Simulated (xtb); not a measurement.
C2H6Be (SMILES [CH3][Be][CH3]), singlet, geometry from GFN2-xTB (such geometries of metal compounds can be far from the true shape), atoms displaced at random by about 0.05 Å a coordinate; GFN2-xTB in xtb 6.7.1.

Here is a job for xtb.
```
$ xtb mol.xyz --gfn 2 --opt --input xcontrol --json

# file mol.xyz
9

Be    -0.02608810     0.02219130    -0.01626172
C      1.33990166     0.17279292    -1.15468319
H      2.11003856    -0.64484801    -1.05923432
H      1.91867478     1.07199634    -1.00862889
H      1.01120535     0.17958363    -2.18383572
C     -1.28320173    -0.18529709     1.00692195
H     -1.94666353    -1.08469081     0.86435129
H     -2.08932295     0.54592769     0.91328464
H     -1.04676124    -0.27754568     2.12798914

# file xcontrol
$opt
  engine=inertial
$end
```

It wrote (shortened):

```
   ID    Z sym.   atoms
    1    4 Be     1
    2    6 C      2, 6
    3    1 H      3-5, 7-9

           -------------------------------------------------
          |                Calculation Setup                |
           -------------------------------------------------

           -------------------------------------------------
          |                 G F N 2 - x T B                 |
           -------------------------------------------------

          ...................................................
          :                      SETUP                      :
          :.................................................:
          :  # basis functions                  18          :
          :  # atomic orbitals                  18          :
          :  # shells                           12          :
          :  # electrons                        16          :
          :  max. iterations                   250          :
          :  Hamiltonian                  GFN2-xTB          :
          :  restarted?                      false          :
          :  GBSA solvation                  false          :
          :  PC potential                    false          :
          :  electronic temp.          300.0000000     K    :
          :  accuracy                    1.0000000          :
          :  -> integral cutoff          0.2500000E+02      :
          :  -> integral neglect         0.1000000E-07      :
          :  -> SCF convergence          0.1000000E-05 Eh   :
          :  -> wf. convergence          0.1000000E-03 e    :
          :  Broyden damping             0.4000000          :
          :  net charge                          0          :
          :  unpaired electrons                  0          :
          ...................................................

 iter      E             dE          RMSdq      gap      omega  full diag
   1     -0.7219766 -0.721977E+00  0.144E+01    1.53       0.0  T
   2     -5.2956543 -0.457368E+01  0.217E+01   12.14       1.0  T
   3     -5.7969664 -0.501312E+00  0.153E+01   11.58       1.0  T
   4      1.4363781  0.723334E+01  0.148E+01    1.28       1.0  T
   5     -6.9381282 -0.837451E+01  0.146E+01    2.41       1.0  T
   6     -7.0504052 -0.112277E+00  0.501E+00   11.40       1.0  T
   7     -7.1187933 -0.683881E-01  0.482E+00   11.21       1.0  T
   8     -7.7463597 -0.627566E+00  0.398E+00    7.94       1.0  T
   9     -7.7182033  0.281564E-01  0.406E+00    8.10       1.0  T
  10     -7.9180272 -0.199824E+00  0.400E+00    6.80       1.0  T
  11     -7.9723500 -0.543228E-01  0.360E+00    6.42       1.0  T
  12     -7.9203870  0.519630E-01  0.216E+00    6.99       1.0  T
  13     -7.9952452 -0.748583E-01  0.174E+00    6.38       1.0  T
  14     -8.0031509 -0.790569E-02  0.170E+00    6.30       1.0  T
  15     -8.0473565 -0.442056E-01  0.108E+00    5.75       1.0  T
  16     -8.0565772 -0.922077E-02  0.805E-01    5.52       1.0  T
  17     -8.0592486 -0.267140E-02  0.126E-01    5.31       1.0  T
  18     -8.0585453  0.703349E-03  0.141E-01    5.25       1.0  T
  19     -8.0593298 -0.784503E-03  0.515E-02    5.39       1.0  T
  20     -8.0593618 -0.319970E-04  0.153E-02    5.35       2.2  T
  21     -8.0593720 -0.101974E-04  0.944E-03    5.36       3.5  T
  22     -8.0593719  0.572823E-07  0.240E-03    5.36      13.9  T
  23     -8.0593720 -0.436573E-07  0.165E-03    5.36      20.3  T
  24     -8.0593720 -0.498558E-07  0.388E-04    5.36      85.8  T
  25     -8.0593720 -0.165954E-08  0.317E-04    5.36     105.0  T

   *** convergence criteria satisfied after 25 iterations ***

         :::::::::::::::::::::::::::::::::::::::::::::::::::::
         ::                     SUMMARY                     ::
         :::::::::::::::::::::::::::::::::::::::::::::::::::::
         :: total energy              -7.946943546515 Eh    ::
         :: gradient norm              0.083281361914 Eh/a0 ::
         :: HOMO-LUMO gap              5.360692003827 eV    ::
         ::.................................................::
         :: SCC energy                -8.059370573764 Eh    ::
         :: -> isotropic ES           -0.021364159009 Eh    ::
         :: -> anisotropic ES          0.003811575300 Eh    ::
         :: -> anisotropic XC          0.004009503532 Eh    ::
         :: -> dispersion             -0.002247041235 Eh    ::
         :: repulsion energy           0.112427027249 Eh    ::
         :: add. restraining           0.000000000000 Eh    ::
         :: total charge               0.000000000000 e     ::
         :::::::::::::::::::::::::::::::::::::::::::::::::::::

      -----------------------------------------------------------
     |              Fast Inertial Relaxation Engine              |
      -----------------------------------------------------------

          ...................................................
          :                      SETUP                      :
          :.................................................:
          :   energy convergence        0.5000000E-05 Eh    :
          :   grad. convergence         0.1000000E-02 Eh/a0 :
          :   optimization log               true           :
          :   writing optlog all                1     steps :
          :   Hessian reset                    20     steps :
          :   time step scaling                 5     steps :
          :   maximium step len.        1.0000000     a0    :
          :   initial time step         0.2500000     fs    :
          :   maximum time step         1.2500000     fs    :
          :   power reset thr           0.0000000     au    :
          :   alpha parameter           0.1000000           :
          :   BFGS update                   false           :
          :   preconditioning               false           :
          ...................................................

........................................................................
[...]
 * total energy  :    -7.9553173 Eh     change    :  -0.1809692E-05 Eh
 * total energy  :    -7.9553188 Eh     change    :  -0.1520910E-05 Eh
 * total energy  :    -7.9553207 Eh     change    :  -0.1852830E-05 Eh
 * total energy  :    -7.9553228 Eh     change    :  -0.2096646E-05 Eh
 * total energy  :    -7.9553250 Eh     change    :  -0.2183351E-05 Eh
 * total energy  :    -7.9553270 Eh     change    :  -0.2091101E-05 Eh
 * total energy  :    -7.9553291 Eh     change    :  -0.2018383E-05 Eh
 * total energy  :    -7.9553308 Eh     change    :  -0.1766415E-05 Eh
 * total energy  :    -7.9553323 Eh     change    :  -0.1486861E-05 Eh
 * total energy  :    -7.9553337 Eh     change    :  -0.1399935E-05 Eh
 * total energy  :    -7.9553353 Eh     change    :  -0.1577803E-05 Eh
 * total energy  :    -7.9553371 Eh     change    :  -0.1839123E-05 Eh
 * total energy  :    -7.9553390 Eh     change    :  -0.1814495E-05 Eh
   *** GEOMETRY OPTIMIZATION CONVERGED AFTER 54 CYCLES ***
[...]
          :  net charge                          0          :
          :  unpaired electrons                  0          :
          ...................................................

 iter      E             dE          RMSdq      gap      omega  full diag
   1     -8.0753668 -0.807537E+01  0.657E-05    5.30       0.0  T
   2     -8.0753668  0.828813E-10  0.899E-05    5.30     370.8  T
   3     -8.0753668 -0.104521E-09  0.320E-05    5.30    1040.7  T

   *** convergence criteria satisfied after 3 iterations ***

         :::::::::::::::::::::::::::::::::::::::::::::::::::::
         ::                     SUMMARY                     ::
         :::::::::::::::::::::::::::::::::::::::::::::::::::::
         :: total energy              -7.955338952880 Eh    ::
         :: gradient norm              0.000785419842 Eh/a0 ::
         :: HOMO-LUMO gap              5.299339297153 eV    ::
         ::.................................................::
         :: SCC energy                -8.075365401699 Eh    ::
         :: -> isotropic ES           -0.020148227480 Eh    ::
         :: -> anisotropic ES          0.003337408740 Eh    ::
         :: -> anisotropic XC          0.003627358154 Eh    ::
         :: -> dispersion             -0.002232490576 Eh    ::
         :: repulsion energy           0.120026448819 Eh    ::
         :: add. restraining           0.000000000000 Eh    ::
         :: total charge               0.000000000000 e     ::
         :::::::::::::::::::::::::::::::::::::::::::::::::::::

           -------------------------------------------------
          |                Property Printout                |
           -------------------------------------------------

    * Orbital Energies and Occupations

         #    Occupation            Energy/Eh            Energy/eV
      -------------------------------------------------------------
         1        2.0000           -0.5488435             -14.9348
         2        2.0000           -0.5484841             -14.9250
         3        2.0000           -0.4436935             -12.0735
         4        2.0000           -0.4435369             -12.0693
         5        2.0000           -0.4389220             -11.9437
         6        2.0000           -0.4387841             -11.9399
         7        2.0000           -0.3946670             -10.7394
         8        2.0000           -0.3669269              -9.9846 (HOMO)
         9                         -0.1721798              -4.6853 (LUMO)
        10                         -0.1717707              -4.6741
        11                         -0.0321502              -0.8749
        12                          0.2030692               5.5258
        13                          0.2216371               6.0311
        14                          0.2216557               6.0316
        15                          0.2293919               6.2421
        16                          0.2296886               6.2501
        17                          0.2768999               7.5348
        18                          0.6237437              16.9729
      -------------------------------------------------------------
                  HL-Gap            0.1947471 Eh            5.2993 eV
             Fermi-level           -0.2695534 Eh           -7.3349 eV

     #   Z          covCN         q      C6AA      α(0)
     1   4 Be       1.676     0.474    14.588     8.946
     2   6 C        3.611    -0.288    27.075     7.513
     3   1 H        0.924     0.017     2.777     2.606
     4   1 H        0.924     0.017     2.773     2.604
     5   1 H        0.924     0.017     2.781     2.608
     6   6 C        3.612    -0.288    27.076     7.513
     7   1 H        0.924     0.018     2.772     2.603
     8   1 H        0.924     0.017     2.780     2.608
     9   1 H        0.925     0.017     2.778     2.607

 Mol. C6AA /au·bohr⁶  :        563.276087
 Mol. C8AA /au·bohr⁸  :      12798.282574
 Mol. α(0) /au        :         39.606448

Wiberg/Mayer (AO) data.
largest (>0.10) Wiberg bond orders for each atom

 ---------------------------------------------------------------------------
     #   Z sym  total        # sym  WBO       # sym  WBO       # sym  WBO
 ---------------------------------------------------------------------------
     1   4 Be   2.128 --     2 C    0.970     6 C    0.970
     2   6 C    3.887 --     1 Be   0.970     4 H    0.965     3 H    0.964
                             5 H    0.963
     3   1 H    1.000 --     2 C    0.964
     4   1 H    1.000 --     2 C    0.965
     5   1 H    1.000 --     2 C    0.963
     6   6 C    3.887 --     1 Be   0.970     9 H    0.965     7 H    0.964
                             8 H    0.964
     7   1 H    1.000 --     6 C    0.964
     8   1 H    1.000 --     6 C    0.964
     9   1 H    1.000 --     6 C    0.965
 ---------------------------------------------------------------------------

Topologies differ in total number of bonds
Writing topology from bond orders to xtbtopo.mol

molecular dipole:
                 x           y           z       tot (Debye)
 q only:        0.010       0.011       0.013
   full:        0.004       0.012       0.005       0.034
molecular quadrupole (traceless):
                xx          xy          yy          xz          yz          zz
 q only:       -1.810      -0.571       2.212       3.320       0.463      -0.403
  q+dip:       -0.471      -0.150       0.573       0.862       0.122      -0.102
   full:       -1.186      -0.391       1.425       2.142       0.315      -0.239

optimized geometry written to: xtbopt.xyz

           -------------------------------------------------
          | TOTAL ENERGY               -7.955338952880 Eh   |
          | GRADIENT NORM               0.000785419842 Eh/α |
          | HOMO-LUMO GAP               5.299339297153 eV   |
           -------------------------------------------------

normal termination of xtb
```
